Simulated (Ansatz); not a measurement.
The lowest singlet and triplet of H3NSi (SMILES [N][SiH3]); geometries from B3LYP-D3(BJ)/def2-TZVP, each state relaxed from the structure named, with no frequency check, low spin by broken symmetry.
Singlet at the triplet's geometry (charge 0, multiplicity 1):
```xyz
5

N      1.3179    -0.0079    -0.1491
Si    -0.4592     0.0027     0.0520
H     -0.9334     1.4073     0.0231
H     -0.7951    -0.6243     1.3529
H     -1.0689    -0.7663    -1.0595
```

A positive gap puts the triplet lower; no zero-point energy. R- takes a restricted singlet, here one determinant of a half-filled degenerate or near-degenerate pair, which mixes singlet states. The triplet is unrestricted in single-reference levels. Active spaces average the two states.

Frozen-core correlation.

Programs: Ansatz (a first-principles code) with Gaussian orbitals. 

R-PBE/def2-TZVPP gives 1.898 eV for the gap E(singlet) − E(triplet), vertical, at the triplet's geometry.

Task: Predict the shift from PBE, with its sign, for: R-r2SCAN/def2-TZVPP, R-PBE0/def2-TZVPP, R-wB97M-V/def2-TZVPP, R-B2PLYP/def2-TZVPP, R-MP2/cc-pV(Q+d)Z, R-CCSD(T)/cc-pV(Q+d)Z, SC-NEVPT2 on SA-CASSCF(2,2)/cc-pV(Q+d)Z, FIC-MRCISD+Q on SA-CASSCF(2,2)/cc-pV(T+d)Z.

Result: R-r2SCAN/def2-TZVPP 0.303; R-PBE0/def2-TZVPP 0.200; R-wB97M-V/def2-TZVPP -0.113; R-B2PLYP/def2-TZVPP 0.042; R-MP2/cc-pV(Q+d)Z 0.109; R-CCSD(T)/cc-pV(Q+d)Z -0.201; SC-NEVPT2 on SA-CASSCF(2,2)/cc-pV(Q+d)Z -0.471; FIC-MRCISD+Q on SA-CASSCF(2,2)/cc-pV(T+d)Z -0.440 eV. 4 of 8 lie above PBE; the widest gap is to SC-NEVPT2 on SA-CASSCF(2,2)/cc-pV(Q+d)Z.

Doubts at one or more of the structures used: a restricted determinant that unrestricted orbitals would lower (R-PBE/def2-TZVPP, R-r2SCAN/def2-TZVPP, R-PBE0/def2-TZVPP, R-wB97M-V/def2-TZVPP, R-B2PLYP/def2-TZVPP, R-MP2/cc-pV(Q+d)Z, R-CCSD(T)/cc-pV(Q+d)Z).
